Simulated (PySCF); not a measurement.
Compound: C₄H₁₀NSi₂ (doublet state).
Numbering: `[CH2:1]=[C:2]/[CH:3]=[CH:4]\[N:5]([SiH3:6])[SiH3:7]` (hydrogens: H8, H9 on C1; H10 on C3; H11 on C4; H12, H13, H14 on Si6; H15, H16, H17 on Si7)

Cartesian coordinates in Å at the PBE0-D3(BJ)/def2-SVP level; atoms count from 1:
```
atom  x, y, z in Å
C1     2.8690    0.9269   -0.6716
C2     2.1788   -0.0393   -0.1277
C3     1.4826   -1.0545    0.4264
C4     0.0936   -1.2053    0.5334
N5    -0.8820   -0.2932    0.1407
Si6   -2.5322   -0.9273    0.0886
Si7   -0.6094    1.4417   -0.1063
H8     3.1870    1.8103   -0.0986
H9     3.1549    0.9105   -1.7333
H10    2.0723   -1.8795    0.8447
H11   -0.2707   -2.1466    0.9569
H12   -3.1153   -1.0519    1.4610
H13   -3.3713   -0.0052   -0.7248
H14   -2.5012   -2.2841   -0.5325
H15   -1.9687    2.0490    0.0206
H16    0.2737    1.9940    0.9589
H17   -0.0751    1.7786   -1.4563
```

The hyperfine couplings belong to this conformer and change with its torsions.

Method: UKS B3LYP, IGLO-III on C N Si, pcH-1 on H, non-relativistic, mean-field spin-orbit, GIAO in PySCF 2.14.0. One conformer (not necessarily the lowest) at the PBE0-D3(BJ)/def2-SVP geometry, without solvent, vibrations or thermal averaging. The frame is twisted about the C4–N5 bond at this geometry (dihedral H11–C4–N5–Si6 = -12°); couplings at other torsion angles weren't computed. No stability test was run, so a lower SCF solution isn't excluded.

Principal values of hyperfine tensors in MHz (contact, dipolar and spin–orbit terms together), for some of the nuclei:

```tsv
atom	isotope	A1	A2	A3
H8	1H	96.53	96.84	103.89
H9	1H	93.91	94.14	101.33
C2	13C	-2.96	9.55	128.75
C3	13C	-68.51	-35.57	-29.21
H11	1H	-64.18	-41.02	-17.89
C1	13C	-45.74	-34.78	-29.88
H10	1H	10.11	13.48	21.11
H17	1H	10.15	11.08	14.45
```

Give the isotropic coupling of each nucleus in MHz and in mT (g = 2.0025), and the anisotropic part.

a_iso is a third of the trace, T = A − a_iso, and a(mT) = a(MHz)/(g × 13.996). The tensors hold a spin–orbit part: the run splits a_iso into a_FC + a_SO, and T includes its anisotropic share.

```tsv
atom	a_iso (MHz)	a_FC	a_SO	a_iso (mT)	T1	T2	T3
H8	99.08	99.09	0.00	3.535	-2.56	-2.25	4.80
H9	96.46	96.46	0.00	3.442	-2.55	-2.32	4.87
C2	45.12	45.23	-0.12	1.610	-48.07	-35.56	83.64
C3	-44.43	-44.46	0.03	-1.585	-24.08	8.86	15.22
H11	-41.03	-41.04	0.01	-1.464	-23.15	0.01	23.14
C1	-36.80	-36.81	0.01	-1.313	-8.94	2.02	6.92
H10	14.90	14.90	0.00	0.532	-4.79	-1.42	6.21
H17	11.89	11.89	0.00	0.424	-1.74	-0.82	2.56
```

What spin density at the nucleus of C2 lies behind its contact coupling (g_N = 1.40482)?

a_FC = 800.24 MHz bohr³ × g_N × ρ(0)/(2S). With a_FC = 45.23 MHz and 2S = 1, ρ(0) = 0.04023 bohr⁻³.

C4 (13C, g_N = 1.40482) isn't in the table. Its spin density at the nucleus is 0.04612 bohr⁻³. What is its contact coupling?

By the same relation, a_FC = 51.9 MHz. The spin–orbit term adds -0.09 MHz. Its full tensor has the principal values 3.79, 5.64, 145.88 MHz.

Name the largest traceless tensor T of the table and describe it.

C2: -48.1, -35.6, 83.6 MHz (the dipolar term alone has -48.0, -35.6, 83.5), rhombic: the two smaller values differ by 15 % of the largest.

In a single crystal, with the field along each principal axis of the tensor of H9 in turn, what first-order splitting does this nucleus give (isotropic g, quadrupole terms neglected)?

2 lines (I = 1/2), spaced by |A_i|/(g × 13.996): 3.35, 3.36, 3.62 mT along the axes of A1, A2 and A3.
